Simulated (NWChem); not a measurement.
C2H4Cl2Si; SMILES C(=C(Cl)Cl)[SiH3]

```xyz
9

Si     0.4013    -2.3134     0.0000
C      0.9780    -0.5280     0.0000
C      0.1503     0.5209     0.0000
Cl    -1.5695     0.3460     0.0000
Cl     0.6790     2.1619     0.0000
H     -0.4149    -2.6074    -1.2155
H     -0.4149    -2.6074     1.2155
H      1.6145    -3.1830     0.0000
H      2.0474    -0.2944     0.0000
```
Atoms are numbered in this order, from 1.

Computed with NWChem. Pople sets run with spherical d functions. STO-3G and 3-21G are far too small for this property and stand as cheap habits. Coordinates come from a PBE0/def2-SVP optimisation. GIAO values for the isolated, static molecule; σ is the absolute isotropic shielding, δ = σ(reference) − σ with the isolated reference molecule computed at the same levels (13C: tetramethylsilane, 1H: tetramethylsilane, 29Si: tetramethylsilane).

```tsv
level	δ Si1 (ppm)	δ C2 (ppm)	δ C3 (ppm)	σ Cl4 (ppm)	σ Cl5 (ppm)	δ H6 (rotor mean) (ppm)	δ H9 (ppm)
Hartree-Fock/6-31G*	?	?	?	?	?	?	?
KT2/pcSseg-1	-82.9	114.5	145.8	558.2	529.7	4.16	5.60
Hartree-Fock/STO-3G	-63.9	127.5	131.3	965.0	953.4	2.08	6.56
PBE/pcSseg-1	-84.7	121.2	154.8	534.2	507.7	4.19	5.78
```

**Question.** Some entries are withheld; supply them.

**Answer.** 
- Hartree-Fock/6-31G*, δ Si1 (ppm): -52.6
- Hartree-Fock/6-31G*, δ C2 (ppm): 122.2
- Hartree-Fock/6-31G*, δ C3 (ppm): 143.9
- Hartree-Fock/6-31G*, σ Cl4 (ppm): 721.3
- Hartree-Fock/6-31G*, σ Cl5 (ppm): 695.8
- Hartree-Fock/6-31G*, δ H6 (rotor mean) (ppm): 4.24
- Hartree-Fock/6-31G*, δ H9 (ppm): 5.84
